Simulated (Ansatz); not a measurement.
`C[Se][GeH2][Cl]` + `N[SiH]([SiH3])Cl` → `C[Se][GeH3]` + `N[Si]([SiH3])(Cl)Cl` at 700 K and 1 bar (redistribution).

Calculated with Ansatz (gas phase, PBE0-D4/def2-TZVP geometries, no zero-point term in ΔE). CBS: MP2 limit from def2 TZ/QZ plus the TZ coupled-cluster correction, frozen cores. For Ge, Se outer-core shells are correlated without core-valence functions, which leaves a few kJ/mol of doubt a bond. Scalar relativity is left out up to krypton. One conformer a species, not always the lowest.

```
              species  CCSD(T)/CBS energy (Eh)  H − E (kJ/mol)  S (J/(mol·K))
    `C[Se][GeH2][Cl]`              -4977.71849           218.9          479.3
   `N[SiH]([SiH3])Cl`              -1096.32520           243.5          478.7
        `C[Se][GeH3]`              -4518.49012           227.2          439.1
`N[Si]([SiH3])(Cl)Cl`              -1555.56297           233.9          522.5
```

H − E and S are ideal-gas, rigid-rotor, harmonic terms from PBE0-D4/def2-TZVP, for one conformer and one mirror image of each species. 1 Eh = 2625.50 kJ/mol, R = 8.31446 J/(mol·K).

By hand: ΔE, ΔH, ΔS and ΔG.

ΔE = (-4518.49012) + (-1555.56297) − (-4977.71849) − (-1096.32520) = -0.00940 Eh = -24.7 kJ/mol. Δ(H − E) = 227.2 + 233.9 − 218.9 − 243.5 = -1.3, so ΔH = -26.0 kJ/mol. ΔS = 439.1 + 522.5 − 479.3 − 478.7 = 3.6 J/(mol·K). ΔG = -26.0 − 700 × (3.6)/1000 = -28.5 kJ/mol.

By hand: the equilibrium constant, and the temperature at which ΔG would vanish if ΔH and ΔS stayed fixed.

log₁₀ K = −ΔG/(RT ln 10) = 2.1. ΔH and −TΔS have one sign here, so there is no such temperature. One of them is within its doubt of zero, so this could turn.

The number of gas molecules stays the same, so ΔS is small and ΔH decides. A doubt of 5 kJ/mol in ΔE shifts log₁₀ K by 0.4 here. Other conformers and mirror images would add mixing entropy, several J/(mol·K) or more a flexible species. Modes under 60 cm⁻¹, often nearly free rotors, make the harmonic entropy too high. These are equilibria of isolated gas molecules and say nothing of rates. Largest T1 diagnostic: 0.011 (customary marks: 0.02 for closed shells, 0.045 for open ones).
